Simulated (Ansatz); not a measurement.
Start from `[Cl][Sn][Br]` and change one atom or group to get `[CH3][Sn][Br]`.

Ansatz, PBE0-D4/def2-TZVP geometries, multiplicity 1. 

Elements past krypton have def2 core potentials. Scalar relativity is left out up to krypton.

```tsv
property	`[Cl][Sn][Br]`
size of the dipole moment (B3LYP/def2-TZVPP) / D	3.17
HOMO energy (PBE0/def2-TZVPP) / eV	-7.86
size of the dipole moment (PBE/def2-TZVPP) / D	2.93
LUMO energy (B3LYP/def2-TZVPP) / eV	-3.39
HOMO–LUMO gap (B3LYP/def2-TZVPP) / eV	4.28
HOMO energy (B3LYP/def2-TZVPP) / eV	-7.66
```

**Question.** Give the same properties after the change, and the shifts. (Best estimate.)

**Answer.** Ansatz gave: 
```tsv
property	`[CH3][Sn][Br]`	shift
size of the dipole moment (B3LYP/def2-TZVPP) / D	2.90	-0.27
HOMO energy (PBE0/def2-TZVPP) / eV	-6.66	1.20
size of the dipole moment (PBE/def2-TZVPP) / D	2.70	-0.23
LUMO energy (B3LYP/def2-TZVPP) / eV	-3.03	0.36
HOMO–LUMO gap (B3LYP/def2-TZVPP) / eV	3.45	-0.83
HOMO energy (B3LYP/def2-TZVPP) / eV	-6.49	1.17
```

With PBE0 the HOMO rises by 1.20 eV and the LUMO rises by 0.38 eV, so the gap narrows by about 0.82 eV. PBE moves the HOMO by 1.16 eV and ωB97M-V by 1.15 eV. The zero-point energy changes by 89.0 kJ/mol with +9 modes. Dipoles are sizes alone; their direction can turn.

B3LYP here is the variant with VWN-RPA as its local correlation; programs differ in this.

Spin–orbit coupling is left out; it splits and shifts lone-pair levels of the heavy atoms by tenths of an eV.
